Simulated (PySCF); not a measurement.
**Frontier levels across methods**

Species: C2H7NP2Si.
Cartesian coordinates in Å at the PBE0-D3(BJ)/def2-SVP level; atoms count from 1:
```
atom  x, y, z in Å
C1    -0.2181    2.1763    1.4048
C2    -0.1437    1.1726    0.7169
Si3   -0.0305   -0.3492   -0.3180
N4    -1.1556   -0.3983   -1.6275
P5     2.0460   -0.5375   -1.1959
P6    -0.4100   -2.1810    0.9531
H7    -0.2786    3.0611    2.0136
H8    -2.1470   -0.4501   -1.4161
H9    -0.9984    0.1955   -2.4351
H10    2.6622   -0.2093    0.0518
H11    2.0646    0.8220   -1.6428
H12   -1.6731   -1.6845    1.4084
H13    0.2875   -1.6364    2.0759
```

Basis pcSseg-1 throughout (PySCF), one geometry. Geometry: PBE0-D3(BJ)/def2-SVP, one conformer, isolated molecule.

Problem. How do the orbital energies, the gap and the dipole change with the method?

Solution. 
| method | kind | HOMO (eV) | LUMO (eV) | gap (eV) | μ (D) | SCF cycles |
| --- | --- | --- | --- | --- | --- | --- |
| BLYP | GGA | -5.99 | -1.07 | 4.92 | 2.54 | 15 |
| B97-D | GGA | -6.14 | -1.13 | 5.00 | 2.65 | 14 |
| PBE | GGA | -6.18 | -1.26 | 4.92 | 2.73 | 16 |
| OPBE | GGA | -6.21 | -1.18 | 5.02 | 2.88 | 15 |
| KT3 | GGA | -6.22 | -1.24 | 4.97 | 2.53 | 16 |
| KT2 | GGA | -6.22 | -1.33 | 4.89 | 2.59 | 15 |
| BP86 | GGA | -6.29 | -1.36 | 4.94 | 2.73 | 14 |
| LDA | LDA | -6.30 | -1.47 | 4.83 | 2.84 | 15 |
| B3LYP | global hybrid | -7.04 | -0.55 | 6.49 | 2.71 | 14 |
| B97-2 | global hybrid | -7.06 | -0.43 | 6.64 | 2.87 | 13 |
| PBE0 | global hybrid | -7.30 | -0.41 | 6.89 | 2.93 | 14 |
| mPW1PW91 | global hybrid | -7.32 | -0.42 | 6.90 | 2.92 | 14 |
| BHandHLYP | global hybrid | -8.21 | 0.62 | 8.83 | 2.89 | 13 |
| CAM-B3LYP | range-separated hybrid | -8.50 | 0.73 | 9.23 | 2.88 | 13 |
| wB97X-D | range-separated hybrid | -9.09 | 1.31 | 10.40 | 3.08 | 14 |
| HF | Hartree–Fock | -9.70 | 3.04 | 12.74 | 3.19 | 12 |
| LC-wPBE | range-separated hybrid | -9.89 | 1.78 | 11.66 | 3.22 | 14 |

The HOMO spans 3.90 eV, from BLYP down to LC-wPBE, and the gap runs from 4.83 eV (LDA) to 12.74 eV (HF). Over the methods BLYP (0 %), B97-D (0 %), PBE (0 %), OPBE (0 %), KT3 (0 %), KT2 (0 %), BP86 (0 %), LDA (0 %), B3LYP (20 %), B97-2 (21 %), PBE0 (25 %), mPW1PW91 (25 %), BHandHLYP (50 %), HF (100 %), a straight line through the gap against the share of exact exchange rises by 0.78 eV for each 10 % (correlation coefficient 1.000). The dipole ranges from 2.53 D (KT3) to 3.22 D (LC-wPBE). This basis has no diffuse functions.
